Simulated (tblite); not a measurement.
Compound: C4H5F2OS (doublet state).
Numbering: `[F:1][CH:2]([F:3])[O:4][C:5]1[CH2:6][CH2:7][S:8]1` (hydrogens: H9 on C2; H10, H11 on C6; H12, H13 on C7)

Computed with GFN2-xTB (tblite), gas phase: L-BFGS steps from a force-field or distance-geometry start until the largest atomic force falls under 0.01 eV/Å.

Step 32: E = -757.0500 eV
```
atom  x, y, z in Å  |  force x, y, z in eV/Å
F1      2.4721   -2.0428   -0.3426   -0.016  -0.006   0.055
C2      2.2145   -0.8259    0.1921    0.060   0.003  -0.034
F3      3.2047   -0.6059    1.0793   -0.029   0.005   0.010
O4      1.0182   -0.8480    0.8083    0.047   0.011  -0.090
C5      0.0444    0.0603    0.4335    0.021  -0.024  -0.016
C6     -1.3991   -0.3462    0.4991   -0.005  -0.020   0.001
C7     -1.7904    0.5093   -0.7072   -0.011  -0.023   0.032
S8     -0.0424    0.8803   -1.1227    0.037  -0.004  -0.008
H9      2.3070   -0.0810   -0.6197   -0.061   0.050   0.029
H10    -1.8976   -0.0896    1.4352   -0.003   0.007  -0.022
H11    -1.5220   -1.4178    0.3229   -0.092  -0.007   0.014
H12    -2.3436    1.4159   -0.4751    0.041  -0.003   0.005
H13    -2.2702   -0.0290   -1.5207    0.009   0.010   0.023
```

Step 33: E = -757.0513 eV
```
atom  x, y, z in Å  |  force x, y, z in eV/Å
F1      2.4874   -2.0409   -0.3419   -0.012   0.003   0.048
C2      2.2143   -0.8277    0.1916    0.060   0.016  -0.029
F3      3.1951   -0.5987    1.0874   -0.019   0.005   0.009
O4      1.0127   -0.8633    0.7978    0.045   0.047  -0.122
C5      0.0468    0.0566    0.4294   -0.012  -0.046  -0.036
C6     -1.3986   -0.3449    0.4996   -0.003  -0.017   0.000
C7     -1.7910    0.5113   -0.7068   -0.020  -0.042   0.058
S8     -0.0445    0.8729   -1.1317    0.066  -0.012   0.036
H9      2.3040   -0.0776   -0.6168   -0.053   0.018   0.039
H10    -1.8928   -0.0840    1.4374    0.003  -0.010  -0.044
H11    -1.5234   -1.4177    0.3248   -0.097   0.032   0.024
H12    -2.3400    1.4194   -0.4693    0.048  -0.011  -0.018
H13    -2.2743   -0.0259   -1.5192   -0.006   0.017   0.034
```

Step 34: E = -757.0531 eV
```
atom  x, y, z in Å  |  force x, y, z in eV/Å
F1      2.5103   -2.0386   -0.3393    0.001   0.023   0.030
C2      2.2155   -0.8303    0.1903    0.039   0.028  -0.008
F3      3.1805   -0.5889    1.1007   -0.009   0.007   0.000
O4      1.0056   -0.8845    0.7790    0.039   0.076  -0.134
C5      0.0501    0.0508    0.4221   -0.049  -0.077  -0.057
C6     -1.3977   -0.3432    0.5002   -0.001  -0.011   0.000
C7     -1.7926    0.5137   -0.7050   -0.013  -0.050   0.067
S8     -0.0472    0.8630   -1.1443    0.077  -0.018   0.084
H9      2.3008   -0.0726   -0.6126   -0.024  -0.024   0.038
H10    -1.8855   -0.0759    1.4401    0.008  -0.028  -0.056
H11    -1.5278   -1.4167    0.3278   -0.095   0.068   0.036
H12    -2.3352    1.4243   -0.4611    0.053  -0.016  -0.043
H13    -2.2811   -0.0215   -1.5155   -0.027   0.020   0.042
```

**Question.** Estimate the geometry and energy of step 35. (The exact step hangs on the optimiser's Hessian estimate; all steps are aligned on step 34, rigid shifts and turns removed.)

**Answer.** E = -757.0555 eV, largest force 0.151 eV/Å
```
atom  x, y, z in Å  |  force x, y, z in eV/Å
F1      2.5429   -2.0361   -0.3337    0.020   0.057   0.008
C2      2.2190   -0.8336    0.1884    0.004   0.034   0.025
F3      3.1600   -0.5766    1.1208   -0.009   0.009  -0.021
O4      0.9967   -0.9119    0.7492    0.037   0.085  -0.111
C5      0.0540    0.0420    0.4097   -0.078  -0.110  -0.067
C6     -1.3964   -0.3409    0.5008   -0.002  -0.006   0.002
C7     -1.7960    0.5165   -0.7013    0.014  -0.036   0.045
S8     -0.0514    0.8512   -1.1606    0.060  -0.016   0.120
H9      2.2999   -0.0668   -0.6067    0.025  -0.064   0.021
H10    -1.8745   -0.0655    1.4431    0.009  -0.038  -0.047
H11    -1.5364   -1.4140    0.3322   -0.087   0.081   0.043
H12    -2.3301    1.4303   -0.4504    0.057  -0.012  -0.065
H13    -2.2921   -0.0152   -1.5089   -0.049   0.018   0.047
```

The energy changes by -0.0024 eV. The first-order estimate −F·Δx gives -0.0033 eV and the mean of the old and new forces, exact on a quadratic surface, -0.0025 eV. The step makes an angle of 81° with the force vector and moves no atom by more than 0.041 Å.

What follows is the cost of the whole relaxation. The run took 0.59 s on an Arm Neoverse V1 with one thread, shared host.
